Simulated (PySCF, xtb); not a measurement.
Ta(O)(F)(NH2)2 (FH₄N₂OTa), SMILES [NH2][Ta]([NH2])(=[O])[F], multiplicity 1. The values are those of a single conformer.

Harmonic wavenumbers (cm⁻¹) from GFN2-xTB run with xtb at its own minimum, in rising order: 122, 124, 139, 170, 176, 226, 291, 362, 462, 485, 498, 514, 565, 582, 780, 1520, 1521, 3378, 3380, 3418, 3419.

### Question
What does B3LYP-D3(BJ)/def2-SVP (PySCF) give at its own minimum? (An estimate is asked for; the answer gives what the named calculation found.)

### Answer
168, 174, 183, 203, 204, 296, 400, 489, 525, 570, 594, 664, 672, 683, 996, 1514, 1517, 3533, 3536, 3624, 3624. Paired by order, the mean absolute difference is 98 cm⁻¹ and the zero-point energies are 31.6 and 34.6 kcal/mol.
